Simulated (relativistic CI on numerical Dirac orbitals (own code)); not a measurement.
**Rh3+: resonant inelastic scattering at the M2,3 edge**

Computed with this model: Dirac-Coulomb-Breit CI, separate exchange-only KLI orbitals for each configuration, model QED (radiative potential, 1s self-energy scaled to tabulated hydrogen-like ionisation energies), valence Slater integrals scaled by 0.8, Kramers-Heisenberg scattering through one core-hole configuration in a parametric crystal field; configurations [Kr] 4d6 → [Ne] 3s2 3p5 3d10 4s2 4p6 4d7; 300 K; core-hole width 1.2 eV; summed over polarisations. Incident energies are the highest absorption maxima for each field (at most a few, so the weaker spin-orbit partner edge can be absent), on the computed scale of the free ion. Intensities are in per cent of the strongest line above 0.02 eV; levels within 1 cm⁻¹ are merged; final levels count from the ground level, the first row holds all elastic scattering, lines under 0.4 are left out and each table stops after 24 rows. The scale of the Slater integrals is a model choice and moves the terms in proportion.

Field parameters in Wybourne normalisation: D4h B²₀ = −7Ds, B⁴₀ = 21(Dq − Dt), B⁴₄ = 21√(5/14) Dq. The field is a parameter set, without covalency.

S is read from ⟨S²⟩ = S(S + 1).

D4h, 10Dq = 32150, Ds = -1500, Dt = 110 cm⁻¹:

```
Final level (eV)  Degeneracy  Irrep     S  502.8 eV  528.2 eV
           0.000           1     A1  0.04     452.7      50.3
           2.543           1     A1  1.02      16.0       3.9
           2.569           1     A2  1.02      28.0       1.5
           2.617           2      E  1.01      16.5       3.2
           2.682           1     B2  1.01       4.4       1.7
           2.687           1     B1  1.00      16.7       6.1
           2.933           2      E  1.01       9.3       0.5
           2.971           1     A1  1.02      17.1      14.9
           3.267           2      E  0.95      46.1       4.6
           3.269           1     B1  1.01       3.7       1.3
           3.284           1     B2  1.01      20.2       5.9
           3.347           1     A2  0.99      25.6       3.1
           3.370           1     A1  1.01      20.5      19.0
           3.580           2      E  0.24     100.0      27.3
           3.774           1     A2  0.11      64.5      13.7
           4.199           2      E  1.08      23.3      20.5
           4.208           1     B1  1.05       8.2       7.2
           4.679           2      E  1.83      12.5       0.6
           4.697           2      E  0.45      64.5      13.2
           5.625           1     B2  0.05      23.0       5.5
           6.939           2         1.01       0.5       0.9
           7.068           1         0.87       0.7       0.1
           7.168           2         1.00       0.4       0.2
           7.226           1         0.23       0.6       0.0
```

D4h, 10Dq = 32150, Ds = -860, Dt = 110 cm⁻¹:

| Final level (eV) | Degeneracy | Irrep | S | 502.9 eV | 528.1 eV |
| --- | --- | --- | --- | --- | --- |
| 0.000 | 1 | A1 | 0.04 | 417.5 | 47.5 |
| 2.687 | 1 | A1 | 1.02 | 7.5 | 3.5 |
| 2.730 | 2 | E | 1.01 | 7.7 | 1.2 |
| 2.732 | 1 | A2 | 1.02 | 16.4 | 0.7 |
| 2.746 | 1 | B1 | 1.01 | 7.1 | 5.1 |
| 2.748 | 1 | B2 | 1.01 | 0.8 | 0.5 |
| 2.933 | 2 | E | 1.02 | 13.0 | 0.2 |
| 2.985 | 1 | A1 | 1.02 | 18.3 | 18.6 |
| 3.299 | 2 | E | 0.94 | 56.6 | 5.3 |
| 3.326 | 1 | A2 | 0.98 | 26.6 | 2.8 |
| 3.350 | 1 | B1 | 1.01 | 8.3 | 2.5 |
| 3.364 | 1 | A1 | 1.01 | 20.6 | 11.9 |
| 3.364 | 1 | B2 | 1.01 | 16.7 | 6.9 |
| 3.628 | 2 | E | 0.30 | 100.0 | 25.0 |
| 3.780 | 1 | A2 | 0.13 | 47.7 | 15.0 |
| 3.934 | 1 | B1 | 1.02 | 8.9 | 5.1 |
| 3.935 | 2 | E | 1.00 | 16.0 | 20.8 |
| 4.786 | 2 | E | 0.05 | 61.0 | 7.7 |
| 5.357 | 1 | B2 | 0.04 | 24.3 | 3.9 |
| 7.025 | 2 |  | 1.01 | 0.5 | 0.2 |
| 7.166 | 2 |  | 1.00 | 0.3 | 0.6 |
| 7.338 | 1 |  | 0.42 | 0.7 | 0.0 |
| 7.355 | 1 |  | 0.54 | 1.2 | 0.0 |
| 7.566 | 2 |  | 0.25 | 0.6 | 0.2 |

For the first field the strongest loss at the lowest incident energy is the level at 3.58 eV (S = 0.24, against 0.04 in the thermal ground state). Levels of other spin, the first over 8 % at 2.54 eV, appear because spin-orbit coupling of the core hole, and in heavier ions of the valence shell too, mixes spins.
